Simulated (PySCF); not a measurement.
# TlC, r²SCAN: how much the basis matters

PySCF, UKS reference; quartet, unpaired electrons σ ↑, π ↑↑; De to Tl + C without counterpoise correction.

| basis | relativity | functions | Re (Å) | ωe (cm⁻¹) | De (eV) | μ (D) |
| --- | --- | --- | --- | --- | --- | --- |
| cc-pVDZ-PP/cc-pVDZ | scalar-relativistic core potentials | 37 | 2.296 | 425 | 2.83 | -3.02 |
| def2-SVP | scalar-relativistic core potentials | 40 | 2.299 | 427 | 2.87 | -3.08 |
| def2-SVPD | scalar-relativistic core potentials | 52 | 2.302 | 423 | 2.90 | -3.21 |
| aug-cc-pVDZ-PP/aug-cc-pVDZ | scalar-relativistic core potentials | 55 | 2.302 | 418 | 2.86 | -3.28 |
| def2-TZVPP | scalar-relativistic core potentials | 81 | 2.269 | 429 | 2.92 | -3.14 |

Q: How does each smaller set differ from the one with most functions, def2-TZVPP?

A: cc-pVDZ-PP/cc-pVDZ: +2.7 pm, -0.9 % in ωe, -0.09 eV in De; def2-SVP: +3.0 pm, -0.5 % in ωe, -0.05 eV in De; def2-SVPD: +3.3 pm, -1.4 % in ωe, -0.02 eV in De; aug-cc-pVDZ-PP/aug-cc-pVDZ: +3.3 pm, -2.6 % in ωe, -0.06 eV in De. All at r²SCAN; the set with most functions is neither the basis-set limit nor always the best.

A positive dipole means Tl(−)C(+). Spin–orbit coupling is left out, which matters for elements this heavy, above all for dissociation energies. The state was picked by a PBE0 search and need not be the measured ground state.
